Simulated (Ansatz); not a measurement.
```yaml
crystal:
  periodic: [false, false, false]
  atoms:
    - {symbol: Si, position_ang: [0.437564, 0.684161, -1.663469]}
    - {symbol: P, position_ang: [0.440817, 0.704369, 0.610675]}
    - {symbol: C, position_ang: [1.029516, -1.053343, 0.899168]}
    - {symbol: C, position_ang: [-1.400490, 0.474323, 0.886377]}
    - {symbol: H, position_ang: [0.457980, -1.815526, 0.330081]}
    - {symbol: H, position_ang: [0.942203, -1.281416, 1.980986]}
    - {symbol: H, position_ang: [2.100874, -1.130421, 0.626825]}
    - {symbol: H, position_ang: [-1.837064, -0.371192, 0.315625]}
    - {symbol: H, position_ang: [-1.575565, 0.298125, 1.967092]}
    - {symbol: H, position_ang: [-1.931144, 1.406714, 0.609406]}
    - {symbol: H, position_ang: [1.858255, 0.669429, -2.164352]}
    - {symbol: H, position_ang: [-0.237953, 1.932317, -2.168914]}
    - {symbol: H, position_ang: [-0.284992, -0.517529, -2.229500]}
basis:
  gaussian: {orbitals: def2-mTZVPP, final_grid: {core_spheres: 5, valence_spheres: 4, degree: 11}}
total_charge: -1
magnetization: {spin_polarized: true, initial_magnetization: 1}
hamiltonian: {xc: {name: BHLYP}, dispersion: d4}
```

```sh
$ ansatz run in.yaml --threads 4 --pin off --events-out ev --progress --plain --max-ram 3916MiB
```

It prints (some lines left out):

```
Functional definition: BHLYP
1490 factors; their error is unknown
mean field evaluation 1: about -19382.5459 eV, gradient 1.8e1 eV
mean field evaluation 2: about -19383.2916 eV, gradient 1.4e1 eV
mean field evaluation 4: about -19384.1974 eV, gradient 6.2e-1 eV
mean field evaluation 8: about -19384.4555 eV, gradient 1.8e-1 eV
mean field evaluation 16: about -19384.4567 eV, gradient 5.3e-3 eV
mean field evaluation 32: about -19384.4567 eV, gradient 1.3e-5 eV
mean field -19384.45670536 eV, -712.3656446654 hartree, gradient 1.3e-5 eV, S^2 0.755936; 4 other end points of the search recorded, 0 dependent functions left out
reference -19384.45682689 eV, -712.3656491316 hartree; 26, 25 occupied and 111, 112 virtual orbitals, 1490 factors
Total energy: -19384.89127951 eV, -712.3816149706 hartree
```

It took 7.5 s on 4 threads of Intel Xeon on a shared host, peak host memory 0.64 GiB.

The highest occupied level of an anion often lies above zero with these methods, and sets without diffuse functions describe the outer electron poorly.
